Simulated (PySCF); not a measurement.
PySCF 2.14 output of an unrestricted PBE calculation on a single atom or ion in dyall-av3z, with the spin-free X2C one-electron Hamiltonian (Gaussian nucleus):

```
SCF conv_tol = 1e-09
number electrons alpha = 7  beta = 5
    J. P. Perdew, K. Burke, and M. Ernzerhof.,  Phys. Rev. Lett. 77, 3865 (1996)
    J. P. Perdew, K. Burke, and M. Ernzerhof.,  Phys. Rev. Lett. 78, 1396 (1997)
    J. P. Perdew, K. Burke, and M. Ernzerhof.,  Phys. Rev. Lett. 77, 3865 (1996)
    J. P. Perdew, K. Burke, and M. Ernzerhof.,  Phys. Rev. Lett. 78, 1396 (1997)
cycle= 1 E= -288.256196937076  delta_E= -0.00803  |g|= 0.0201  |ddm|= 0.48
cycle= 2 E= -288.25622869566  delta_E= -3.18e-05  |g|= 0.0115  |ddm|= 0.0313
cycle= 3 E= -288.256239506889  delta_E= -1.08e-05  |g|= 0.00023  |ddm|= 0.00441
cycle= 4 E= -288.25623951012  delta_E= -3.23e-09  |g|= 2.64e-05  |ddm|= 0.000505
cycle= 5 E= -288.256239510204  delta_E= -8.36e-11  |g|= 7.25e-07  |ddm|= 9.49e-05
converged SCF energy = -288.256239510204  <S^2> = 2.0000333  2S+1 = 3.0000222
```

The run itself started from symmetry-adapted Hartree-Fock orbitals and held the occupation by maximum overlap, on a logarithmic radial grid, so the iterations belong to that start.

Problem. Which element, charge and spin multiplicity is this?

Solution. Si²⁺ (silicon, charge +2), multiplicity 3; the state was [Ne] 3s1 4s1, high-spin 3S determinant (an excited configuration).

The outer electron is Rydberg-like, and this basis confines it to a smaller radius and binds it less than a complete one would.
